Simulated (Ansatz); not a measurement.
Program: Ansatz. Geometries: PBE0-D4/def2-TZVP. ΔE: electronic, gas phase. CCSD(T)/CBS is the MP2 limit (def2-TZVPP, def2-QZVPP) plus CCSD(T) − MP2 in def2-TZVPP, frozen cores. This one scheme is used for every species. Functionals use def2-TZVPP. B3LYP here is the variant with VWN-RPA as its local correlation; programs differ in this. One conformer a species, not always the lowest.

Reaction (formal exchange of groups at the Si–B bond): `FB[SiH2]Cl` + `O[SiH2][SiH3]` → `O[SiH2][SiH2][SiH2]Cl` + `BF`

| level | ΔE (kcal/mol) |
| --- | --- |
| PBE-D4 | -8.4 |
| ωB97M-V | -7.5 |
| PBE | -7.5 |
| r2SCAN | -7.8 |
| B3LYP | -6.6 |
| HF/CBS(def2) | -6.5 |
| MP2/CBS(def2) | -9.4 |
| CCSD/CBS(def2) | -8.0 |

Problem. What does CCSD(T)/CBS give? (An estimate is asked.)

Solution. Ansatz gave: -8.4 kcal/mol. The listed levels differ from it by 0.0, 0.9, 0.9, 0.6, 1.8, 1.9, -1.0, 0.4 kcal/mol.

Largest T1 diagnostic among the species: 0.013.

In def2-TZVPP, CCSD(T) changes the Hartree–Fock value by −1.5 kcal/mol (the triples alone add −0.4 kcal/mol) and MP2 by −2.5 kcal/mol. The D4 term adds −1.4 kcal/mol with B3LYP and −0.9 kcal/mol with PBE0; it sums over pairs of atoms, weighted by their polarisabilities, and B3LYP, whose exchange is more repulsive, gets the larger term.
